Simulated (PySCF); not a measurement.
**How methods differ on the ionisation energy of S³⁺**

S³⁺ [Ne] 3s2 3p1 [3p1/2^1, M_J = 1/2] → S⁴⁺ [Ne] 3s2, as a difference of total energies. Calculation: PySCF 2.14, in an even-tempered Gaussian basis (21 s from 0.092 bohr⁻², ratio 2.4; 14 p from 0.12 bohr⁻², ratio 2.4; 5 d from 0.84 bohr⁻², ratio 2.6; 5 f from 1.3 bohr⁻², ratio 2.6); the two-component X2C-1e Hamiltonian. Correlated levels: 1s2 frozen; the 52 highest virtual spinors dropped. "Screened" scales the spin-orbit matrix elements by Boettger's factors to mimic the two-electron term; Breit and QED terms are absent.

```
                    method  ionisation energy (eV)
           GHF (spin-free)                  46.651
          GMP2 (spin-free)                  46.952
 GHF (screened spin-orbit)                  46.728
GMP2 (screened spin-orbit)                  47.031
```

Problem. Which method comes closest to the reference value, and which is furthest?

Solution. The reference is 47.222 ± 0.012 eV (semi-empirical (NIST evaluation); NIST Atomic Spectra Database, ionization energies). Closest: GMP2 (screened spin-orbit) (error -0.191 eV); furthest: GHF (spin-free) (error -0.571 eV).
